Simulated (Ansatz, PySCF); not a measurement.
C4H8OSi, SMILES C#C[SiH2]CCO. Atoms are numbered in the order given.

```xyz
14

C      1.9233    -2.0429     0.0431
C      1.5280    -0.8877     0.0147
Si     0.8904     0.8334     0.0011
C     -0.8029     0.8876     0.8430
C     -1.7682    -0.1662     0.3024
O     -1.8090    -0.1854    -1.1114
H      2.2758    -3.0591     0.0611
H      1.8428     1.6978     0.7623
H      0.8388     1.3355    -1.4017
H     -1.2180     1.9053     0.7067
H     -0.6656     0.7609     1.9320
H     -1.4263    -1.1698     0.6037
H     -2.7803    -0.0240     0.7352
H     -2.1145     0.6829    -1.4074
```
Charge 0, spin multiplicity 1.

Coordinates come from a r2SCAN-D4/def2-SVP optimisation. This is a generated structure with no PubChem entry under its InChIKey; it may be hypothetical. One conformer was computed; it need not be the lowest.

Two levels are set side by side: PBE-D3(BJ)/def2-SVP (Ansatz, a program for electronic structure) and r2SCAN-D4/def2-SVP (Ansatz). Each level has its own optimised geometry; the coordinates shown are those of the second. Frequencies come from the Hessian of PySCF at each geometry. Differences are taken from unrounded values.

```tsv
quantity	r2SCAN-D4
mean bond length (Å)	1.334
bond C1–C2 (Å)	1.221
bond C2–Si3 (Å)	1.835
bond Si3–C4 (Å)	1.892
bond C4–C5 (Å)	1.528
bond C5–O6 (Å)	1.414
bond C1–H7 (Å)	1.076
bond Si3–H8 (Å)	1.495
bond Si3–H9 (Å)	1.491
bond C4–H10 (Å)	1.108
bond C4–H11 (Å)	1.105
bond C5–H12 (Å)	1.102
bond C5–H13 (Å)	1.110
bond O6–H14 (Å)	0.967
highest harmonic wavenumber (cm⁻¹)	3808
mean harmonic wavenumber (cm⁻¹)	1300
zero-point energy (kcal/mol)	66.90
```

Question: What does PBE-D3(BJ) give, and how far is it from r2SCAN-D4? (An estimate is asked for; the answer gives what the named calculation found.)

Answer: 
| quantity | PBE-D3(BJ) | PBE-D3(BJ) minus r2SCAN-D4 |
|---|---|---|
| mean bond length (Å) | 1.342 | 0.008 |
| bond C1–C2 (Å) | 1.229 | 0.008 |
| bond C2–Si3 (Å) | 1.841 | 0.005 |
| bond Si3–C4 (Å) | 1.902 | 0.011 |
| bond C4–C5 (Å) | 1.532 | 0.005 |
| bond C5–O6 (Å) | 1.420 | 0.005 |
| bond C1–H7 (Å) | 1.082 | 0.007 |
| bond Si3–H8 (Å) | 1.506 | 0.011 |
| bond Si3–H9 (Å) | 1.502 | 0.011 |
| bond C4–H10 (Å) | 1.114 | 0.007 |
| bond C4–H11 (Å) | 1.112 | 0.007 |
| bond C5–H12 (Å) | 1.110 | 0.008 |
| bond C5–H13 (Å) | 1.118 | 0.008 |
| bond O6–H14 (Å) | 0.975 | 0.009 |
| highest harmonic wavenumber (cm⁻¹) | 3692 | -117 |
| mean harmonic wavenumber (cm⁻¹) | 1266 | -34 |
| zero-point energy (kcal/mol) | 65.17 | -1.73 |
